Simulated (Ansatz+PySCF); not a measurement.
**singlet AlCl3: levels of theory in one basis**

```xyz
4

Al    0.0000    0.0000    0.0000
Cl    1.9126    0.0000    0.0000
Cl   -0.9563    1.6564    0.0000
Cl   -0.9563   -1.6564    0.0000
```

Basis set: def2-SVP (spherical functions). Frozen core: 20 orbitals. Charge 0, multiplicity 1.

Computed with Ansatz (development build ahead of 0.2.0); each method stands on the lowest determinant of its kind that the runs found.

| method | E − E(RHF) (eV) | <S²> of the determinant |
| --- | --- | --- |
| RHF | 0.00 | 0.00 |
| RHF-MP2 | -12.21 | – |
| RHF-CCSD(T) | -13.45 | – |

Problem. What does RHF-CCSD give on the same scale?

Solution. -13.20 eV.

Problem. Is a single determinant a sound starting point here?

Solution. By this sign, yes. Unrestricted orbitals gain 0.00 eV and <S²> is 0.00 against 0.00 for a pure state.
